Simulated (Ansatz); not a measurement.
`F[SiH2]S[SiH](F)F` + `[Cl][InH][GeH3]` → `F[SiH](F)S[SiH2]Cl` + `[F][InH][GeH3]`  (redistribution)

Calculated with Ansatz (gas phase, PBE0-D4/def2-TZVP geometries, no zero-point term in ΔE). CCSD(T)/CBS adds triple-zeta CCSD(T) − MP2 to the extrapolated MP2 energy (def2 sets, frozen cores). DFT in def2-TZVPP. Elements past krypton have def2 core potentials. For Ge, In outer-core shells are correlated without core-valence functions, which leaves a few kJ/mol of doubt a bond. Scalar relativity is left out up to krypton. One conformer a species, not always the lowest.

| level | ΔE (kJ/mol) |
| --- | --- |
| revPBE-D4 | 77.5 |
| PBE | 83.3 |
| MP2/def2-TZVPP | 98.7 |
| CCSD/CBS(def2) | 98.2 |

Task: What does CCSD(T)/CBS give? (Estimate.)

Result: Ansatz gave: +95.0 kJ/mol. The listed levels differ from it by -17.5, -11.7, 3.7, 3.2 kJ/mol.

Task: What do rigid-rotor, harmonic-oscillator terms from PBE0-D4/def2-TZVP frequencies (298.15 K, 1 bar) make of the CCSD(T)/CBS value? (An estimate is asked.)

Result: Ansatz gave: ΔZPE = -1.8 kJ/mol, ΔH = +93.4 kJ/mol, ΔS = 5 J/(mol·K), ΔG = +91.9 kJ/mol. Modes under 50 cm⁻¹ make the entropy rough.

Largest T1 diagnostic among the species: 0.015.

From BLYP to BHLYP (50 % exact exchange), in def2-TZVPP and without D4, ΔE moves by +16.7 kJ/mol. Leaving LDA and LC-ωPBE aside and taking each functional with its dispersion term where it has one, the values, not all of them listed here, spread over 25.3 kJ/mol, from revPBE-D4 to BHLYP-D4. LDA lies +5.7 kJ/mol from PBE without D4.

CCSD(T)/CBS has its own doubt, a few kJ/mol and more with outer-core shells, so smaller differences from it don't rank the levels.
